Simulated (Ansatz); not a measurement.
One change: `[OH][GeH]([F])[SH]` becomes `[CH3][GeH]([F])[SH]`.

Ansatz, PBE0-D4/def2-TZVP geometries, multiplicity 1. Each molecule was computed in one conformer, which needn't be the lowest.

Scalar relativity is left out up to krypton.

| property | `[OH][GeH]([F])[SH]` |
| --- | --- |
| zero-point energy (PBE0-D4/def2-TZVP) / kJ/mol | 88.8 |
| HOMO energy (B3LYP/def2-TZVPP) / eV | -7.76 |
| ideal-gas entropy at 298 K and 1 bar (rigid rotor, harmonic PBE0-D4/def2-TZVP) / J/(mol·K) | 336 |
| LUMO energy (B3LYP/def2-TZVPP) / eV | -0.58 |
| HOMO–LUMO gap (PBE0/def2-TZVPP) / eV | 7.77 |
| HOMO–LUMO gap (B3LYP/def2-TZVPP) / eV | 7.18 |

Question: Give the same properties after the change, and the shifts. (Estimate.)

Answer: The calculation gave: 
```csv
property,`[CH3][GeH]([F])[SH]`,shift
zero-point energy (PBE0-D4/def2-TZVP) / kJ/mol,148.3,59.5
HOMO energy (B3LYP/def2-TZVPP) / eV,-7.47,0.29
"ideal-gas entropy at 298 K and 1 bar (rigid rotor, harmonic PBE0-D4/def2-TZVP) / J/(mol·K)",348,12
LUMO energy (B3LYP/def2-TZVPP) / eV,-0.05,0.53
HOMO–LUMO gap (PBE0/def2-TZVPP) / eV,7.99,0.22
HOMO–LUMO gap (B3LYP/def2-TZVPP) / eV,7.42,0.24
```

With PBE0 the HOMO rises by 0.29 eV and the LUMO rises by 0.50 eV, so the gap widens by about 0.21 eV. PBE moves the HOMO by 0.26 eV and ωB97M-V by 0.28 eV. The zero-point energy changes by 59.5 kJ/mol with +6 modes.

B3LYP here is the variant with VWN-RPA as its local correlation; programs differ in this.
